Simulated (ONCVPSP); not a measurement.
# Building the ONCV potential for Hg (PBEsol, scalar-relativistic).

The input file (ONCVPSP 4.0.1):

```
# ATOM AND REFERENCE CONFIGURATION
# atsym  z   nc   nv     iexc    psfile
  Hg 80.00   12    3  -116133      upf
#
#   n    l    f
    1    0    2.00
    2    0    2.00
    2    1    6.00
    3    0    2.00
    3    1    6.00
    3    2   10.00
    4    0    2.00
    4    1    6.00
    4    2   10.00
    4    3   14.00
    5    0    2.00
    5    1    6.00
    5    2   10.00
    6    0    1.50
    6    1    0.50
#
# PSEUDOPOTENTIAL AND OPTIMIZATION
# lmax
    2
#
#   l,   rc,      ep,       ncon, nbas, qcut
    0    2.00    0.00    5    8    2.90
    1    2.90    0.00    3    6    2.60
    2    2.10    0.00    3    7    7.50
#
# LOCAL POTENTIAL
# lloc, lpopt,  rc(5),   dvloc0
    4    5    1.85    0.00
#
# VANDERBILT-KLEINMAN-BYLANDER PROJECTORs
# l, nproj, debl
    0    1    3.10
    1    2    2.90
    2    2    2.70
#
# MODEL CORE CHARGE
# icmod, fcfact, rcfact
    3    3.75    1.65
#
# LOG DERIVATIVE ANALYSIS
# epsh1, epsh2, depsh
   -2.00    5.00    0.02
#
# OUTPUT GRID
# rlmax, drl
    6.00    0.01
#
# TEST CONFIGURATIONS
# ncnf
    4
# nvcnf
#   n    l    f
    3
    5    2   10.00
    6    0    2.00
    6    1    0.00
#
    3
    5    2   10.00
    6    0    1.00
    6    1    0.00
#
    3
    5    2   10.00
    6    0    0.00
    6    1    0.00
#
    3
    5    2    8.00
    6    0    0.00
    6    1    0.00
#
```

Command:

```bash
oncvpsp.x < Hg.dat > Hg.out
```

Output (shortened: citation, most of the input echo, consistency checks and plot data are left out):

```
ONCVPSP  (Optimized Norm-Conservinng Vanderbilt PSeudopotential)
scalar-relativistic version 4.0.1

#   n    l    f        energy (Ha)
    1    0    2.00    -3.0560854E+03
    2    0    2.00    -5.4167789E+02
    2    1    6.00    -4.6708487E+02
    3    0    2.00    -1.2856768E+02
    3    1    6.00    -1.0702236E+02
    3    2   10.00    -8.4367122E+01
    4    0    2.00    -2.8289254E+01
    4    1    6.00    -2.1226526E+01
    4    2   10.00    -1.2853949E+01
    4    3   14.00    -3.5698341E+00
    5    0    2.00    -4.3893567E+00
    5    1    6.00    -2.4891861E+00
    5    2   10.00    -4.0532552E-01
    6    0    1.50    -2.8361148E-01
    6    1    0.50    -5.8077205E-02

Reference configufation results
  iterations    29
  all-electron total energy (Ha)   -1.96172369D+04

Begin loop to  construct optimized pseudo wave functions
and semi-local pseudopoentials for all angular momenta

Calculating optimized projector #   1

 for l=   0

    Fraction of norm inside rc  0.267544
    Optimizing pswf for qcut=   2.89 a_B^-1,  ecut=   4.19 Ha
    Residual kinetic energy error=  4.36D-03 Ha

    Energy error per electron        Cutoff
         Ha          eV             Ha
         0.01000     0.27211        3.39
         0.00100     0.02721       20.85
         0.00010     0.00272       39.03
         0.00001     0.00027       44.75

   Wellstate for l =  1  n =  9
     eigenvalue =   2.8419
     asymptotic potential =   3.3419
     half-point radius =  5.1588

Calculating optimized projector #   1

 for l=   1

    Fraction of norm inside rc  0.240095
    Optimizing pswf for qcut=   2.60 a_B^-1,  ecut=   3.38 Ha
    Residual kinetic energy error=  2.54D-04 Ha

    Energy error per electron        Cutoff
         Ha          eV             Ha
         0.01000     0.27211        0.69
         0.00100     0.02721        2.08
         0.00010     0.00272        6.42
         0.00001     0.00027       14.49

Calculating optimized projector #   2

 for l=   1

    Fraction of norm inside rc  0.176267
    Optimizing pswf for qcut=   2.60 a_B^-1,  ecut=   3.38 Ha
    Residual kinetic energy error=  8.20D-02 Ha

    Energy error per electron        Cutoff
         Ha          eV             Ha
         0.01000     0.27211        8.65
         0.00100     0.02721       17.66
         0.00010     0.00272       27.10
         0.00001     0.00027       54.96

   Wellstate for l =  2  n =  7
     eigenvalue =   2.2947
     asymptotic potential =   2.7947
     half-point radius =  3.6507

Calculating optimized projector #   1

 for l=   2

    Fraction of norm inside rc  0.852746
    Optimizing pswf for qcut=   7.50 a_B^-1,  ecut=  28.14 Ha
    Residual kinetic energy error=  1.80D-07 Ha

    Energy error per electron        Cutoff
         Ha          eV             Ha
         0.01000     0.27211       15.30
         0.00100     0.02721       19.02
         0.00010     0.00272       22.12
         0.00001     0.00027       24.59

Calculating optimized projector #   2

 for l=   2

    Fraction of norm inside rc  0.195352
    Optimizing pswf for qcut=   7.50 a_B^-1,  ecut=  28.14 Ha
    Residual kinetic energy error=  9.80D-07 Ha

    Energy error per electron        Cutoff
         Ha          eV             Ha
         0.01000     0.27211       15.91
         0.00100     0.02721       19.84
         0.00010     0.00272       23.06
         0.00001     0.00027       25.68

Construct Vanderbilt / Kleinmman-Bylander projectors

B matrix Hermiticity error, ll=   1
   1   2    8.1443E-05

  Orthonormal projector coefficients  4.2942E+00  7.1402E-01

B matrix Hermiticity error, ll=   2
   1   2   -3.4652E-04

  Orthonormal projector coefficients -1.5992E+00 -2.8013E-01

Model core correction analysis
  based on d2Exc/dn_idn_j

d2excae - all-electron derivatives

   -1.734353D-02   -9.381875D-03   -3.391538D-03
   -9.380751D-03   -2.461295D-02   -1.833374D-02
   -3.389716D-03   -1.833142D-02   -3.090725D-02

d2excps - pseudofunction derivatives with no core correction

   -2.653251D-02   -1.099120D-02   -3.820891D-03
   -1.099002D-02   -2.508917D-02   -1.841635D-02
   -3.819054D-03   -1.841411D-02   -3.089612D-02

rms 2nd derivative error    3.166251E-03

rmatch, rhocmatch    1.1603    6.3793

Teter function model core charge with specified parameters

d2excps - pseudofunction derivatives with core correction

   -1.614483D-02   -8.845151D-03   -3.412155D-03
   -8.844330D-03   -2.342832D-02   -1.802254D-02
   -3.410392D-03   -1.801966D-02   -3.074507D-02

rms 2nd derivative error    6.357167E-04

Pseudoatom total energy  -41.881507

Diagnostic tests using Vanderbilt-Kleinman-Bylander pseudopotentials
  1 or more projectors used as specified by nproj input data

   l    rcore       rmatch      e in        delta e   norm test  slope test

   0   2.0118664   2.0729511  -0.2836115  -0.0000008   1.0000007   0.9999804

   1   2.9152375   3.0037505  -0.0580772   0.0000103   1.0000722   0.9989499
   1   2.9152375   3.0037505   2.8419228   0.0002966   1.0002478   1.0002478

   2   2.1104885   2.1745675  -0.4053255  -0.0000076   1.0001258   1.0001256
   2   2.1104885   2.1745675   2.2946745   0.0000241   1.0001557   1.0001557

 Testing for bound ghosts
   n   l    E NL Schr. Eq   E Basis Diag.   E Cutoff

       0                       -1.052523     45.98  WARNING - GHOST(-)
   1   0       -0.283612       -0.277366     45.98

   2   1       -0.058067       -0.050551     17.96

   3   2       -0.405333       -0.405215     58.17

 Testing for highly-localized positive-energy ghosts
       l    <radius>/rc     E Basis Diag.   E Cutoff

       1        0.333637        3.161153     17.96  WARNING - GHOST(+)

Test configuration 0

   n   l     f        eae           eps        diff
   1   0  2.0000-3056.08544941
   2   0  2.0000 -541.67789349
   2   1  6.0000 -467.08487083
   3   0  2.0000 -128.56767527
   3   1  6.0000 -107.02235533
   3   2 10.0000  -84.36712231
   4   0  2.0000  -28.28925406
   4   1  6.0000  -21.22652573
   4   2 10.0000  -12.85394949
   4   3 14.0000   -3.56983410
   5   0  2.0000   -4.38935671
   5   1  6.0000   -2.48918607
   5   2 10.0000   -0.40532552   -0.40533312   -7.60D-06
   6   0  1.5000   -0.28361148   -0.28361228   -8.01D-07
   6   1  0.5000   -0.05807721   -0.05806689    1.03D-05

    Total energies and differences
      AE_ref= -1.96172369D+04  AE_tst= -1.96172369D+04  dif=  0.00D+00
      PS_ref= -4.18815072D+01  PS_tst= -4.18815072D+01  dif=  3.69D-13
      PSP excitation error= -3.69D-13

Test configuration 1

   n   l     f        eae           eps        diff
   1   0  2.0000-3056.04166317
   2   0  2.0000 -541.63490655
   2   1  6.0000 -467.04189027
   3   0  2.0000 -128.52440989
   3   1  6.0000 -106.97909135
   3   2 10.0000  -84.32393655
   4   0  2.0000  -28.24581757
   4   1  6.0000  -21.18309422
   4   2 10.0000  -12.81054601
   4   3 14.0000   -3.52640865
   5   0  2.0000   -4.34552231
   5   1  6.0000   -2.44504919
   5   2 10.0000   -0.36307045   -0.36301577    5.47D-05
   6   0  2.0000   -0.25234442   -0.25209522    2.49D-04

    Total energies and differences
      AE_ref= -1.96172369D+04  AE_tst= -1.96173471D+04  dif= -1.10D-01
      PS_ref= -4.18815072D+01  PS_tst= -4.19917235D+01  dif= -1.10D-01
      PSP excitation error= -1.04D-05

Test configuration 2

   n   l     f        eae           eps        diff
   1   0  2.0000-3056.37616635
   2   0  2.0000 -541.96677191
   2   1  6.0000 -467.37380944
   3   0  2.0000 -128.85686325
   3   1  6.0000 -107.31155052
   3   2 10.0000  -84.65616115
   4   0  2.0000  -28.57868655
   4   1  6.0000  -21.51595574
   4   2 10.0000  -13.14332856
   4   3 14.0000   -3.85924601
   5   0  2.0000   -4.67953742
   5   1  6.0000   -2.78024740
   5   2 10.0000   -0.69367950   -0.69382049   -1.41D-04
   6   0  1.0000   -0.54249406   -0.54366991   -1.18D-03

    Total energies and differences
      AE_ref= -1.96172369D+04  AE_tst= -1.96169524D+04  dif=  2.84D-01
      PS_ref= -4.18815072D+01  PS_tst= -4.15965708D+01  dif=  2.85D-01
      PSP excitation error= -4.56D-04

Test configuration 3

psatom: WARNING lschvkbb convergence error n,l,iter=   2   1   4
ea(ii),et,emin,emax -6.260612E-02 -6.886673E-02 -6.886673E-02 -6.886673E-02
run_config: WARNING for fully non-local PS atom, stg. 1
 WARNING no output for configuration 4

Test configuration 4

psatom: WARNING lschvkbb convergence error n,l,iter=   2   1   3
ea(ii),et,emin,emax -5.806689E-02 -6.387358E-02 -6.387358E-02 -6.387358E-02
run_config: WARNING for fully non-local PS atom, stg. 1
 WARNING no output for configuration 5
```

Note: ghosts flagged at negative energy: s at -28.6 eV; GHOST(+) flagged for p at 86.0 eV. A true bound ghost makes a file unfit for plane-wave use.

The run took about 3.8 s on one core of a shared server CPU.
